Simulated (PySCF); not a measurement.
A PySCF script (with the pyscf-properties extension) for the NMR shieldings of `InChI=1S/C8H13FO/c1-6-3-4-8(2,5-6)7(9)10/h6H,3-5H2,1-2H3/t6-,8-/m1/s1`, on a GFN2-xTB geometry:

```python
import basis_set_exchange as bse
import numpy as np
from pyscf import gto, dft
from pyscf.prop import nmr

atoms = """
C     2.694738   -0.470737    0.092819
C     1.367043    0.247154   -0.096194
C     0.749223    0.755388    1.206689
C    -0.703648    1.046312    0.832722
C    -1.065963    0.028439   -0.270531
C    -2.118310   -0.986681    0.186192
C    -1.583937    0.741108   -1.486072
O    -1.707144    1.893827   -1.707754
F    -1.935833   -0.148544   -2.466477
C     0.268338   -0.665346   -0.645700
H     2.579436   -1.312299    0.772818
H     3.437429    0.206206    0.508104
H     3.064043   -0.843783   -0.859498
H     1.506372    1.093294   -0.776799
H     0.797353   -0.032469    1.960893
H     1.257302    1.634991    1.597419
H    -0.793287    2.057060    0.432489
H    -1.372423    0.961602    1.687601
H    -2.301764   -1.726496   -0.589739
H    -3.056851   -0.487075    0.419114
H    -1.766214   -1.496838    1.079342
H     0.361434   -0.832327   -1.718289
H     0.317907   -1.635801   -0.149068
"""
names = dict.fromkeys(["C", "O", "F", "H"], "pcSseg-1")
basis = {el: gto.basis.parse(bse.get_basis(n, elements=[el], fmt="nwchem")) for el, n in names.items()}
mol = gto.M(atom=atoms, basis=basis, charge=0, verbose=0)
mf = dft.RKS(mol, xc="PBE0")
mf.grids.level = 2
mf.grids.alignment = dft.numint.BLKSIZE   # the property module wants whole blocks of grid points
mf.conv_tol = 1e-9
mf.kernel()

calc = nmr.RKS(mf)   # GIAO
C = mf.mo_coeff
Co = C[:, mf.mo_occ > 0]
resp = mf.gen_response(singlet=True, hermi=2)
def vind(x):   # induced exchange potential for any number of trial vectors
    d = np.einsum("pi,xij,qj->xpq", C, 2 * x.reshape(-1, C.shape[1], Co.shape[1]), Co, optimize=True)
    return np.einsum("xpq,pi,qj->xij", resp(d - d.transpose(0, 2, 1)), C, Co, optimize=True).ravel()
mo1, _ = nmr.rhf.solve_mo1(calc, with_cphf=vind)
sigma = calc.kernel(mo1)
for i, s in enumerate(sigma):   # ppm
    w = np.linalg.eigvalsh((s + s.T) / 2)
    print("%2d %-2s iso %8.1f  s11 %8.1f  s22 %8.1f  s33 %8.1f" % (i, mol.atom_pure_symbol(i), w.mean(), *w))
```

Question: Give the expected output.

Answer: 
```
 0 C  iso    165.6  s11    147.2  s22    161.3  s33    188.3
 1 C  iso    147.0  s11    121.5  s22    155.2  s33    164.3
 2 C  iso    148.5  s11    120.8  s22    149.7  s33    174.9
 3 C  iso    148.6  s11    118.0  s22    152.9  s33    174.7
 4 C  iso    137.2  s11    110.9  s22    141.2  s33    159.7
 5 C  iso    158.5  s11    141.9  s22    149.7  s33    183.8
 6 C  iso      8.0  s11   -115.7  s22     36.1  s33    103.5
 7 O  iso   -115.1  s11   -394.5  s22   -219.8  s33    269.1
 8 F  iso    146.1  s11    -89.5  s22    238.0  s33    289.8
 9 C  iso    135.0  s11    101.8  s22    133.9  s33    169.1
10 H  iso     31.1  s11     27.2  s22     29.5  s33     36.7
11 H  iso     30.4  s11     25.5  s22     27.7  s33     37.9
12 H  iso     30.4  s11     25.5  s22     28.0  s33     37.8
13 H  iso     29.8  s11     26.0  s22     29.1  s33     34.4
14 H  iso     30.5  s11     26.4  s22     29.6  s33     35.6
15 H  iso     29.9  s11     25.0  s22     27.7  s33     36.8
16 H  iso     28.7  s11     23.9  s22     28.0  s33     34.3
17 H  iso     30.3  s11     25.7  s22     28.9  s33     36.2
18 H  iso     29.9  s11     25.4  s22     28.2  s33     36.0
19 H  iso     30.4  s11     26.1  s22     27.4  s33     37.5
20 H  iso     30.6  s11     26.4  s22     29.3  s33     36.0
21 H  iso     29.3  s11     24.7  s22     29.7  s33     33.6
22 H  iso     30.6  s11     25.9  s22     31.7  s33     34.3
```

These numbers come from an equivalent density-fitted implementation of the same equations, which agrees with the script to about 0.01 ppm for H and up to a few tenths of a ppm for heavy atoms, so last digits may differ.

Question: Turn these shieldings into chemical shifts. Referencing at the same level of theory: 13C (σ = 186.93 ppm) and 1H (σ = 31.72 ppm) vs TMS; 17O (σ = 336.08 ppm) vs H2O; 19F (σ = 170.95 ppm) vs CFCl3.

Answer: Averaging equivalent atoms: C 6: 179.0; C 9: 52.0; C 4: 49.7; C 1: 40.0; C 2: 38.5; C 3: 38.4; C 5: 28.5; C 0: 21.3; O 7: 451.1; F 8: 24.8; H 16: 2.99; H 21: 2.38; H 13: 1.87; H 15: 1.87; H 18/19/20: 1.46; H 17: 1.43; H 14: 1.18; H 22: 1.09; H 10/11/12: 1.06 ppm. Unscaled 19F shifts against computed CFCl3 carry errors that often reach 10 to 50 ppm. Unscaled 17O shifts of doubly bonded oxygen tend to come out too high, by tens of ppm or more. Experimental scales use liquid or dissolved standards, which lie at an offset from isolated H2O (liquid H2O: subtract about 36 ppm).

Size and cost of the density-fitted run: 235 basis functions, roughly 2.4 core-minutes.
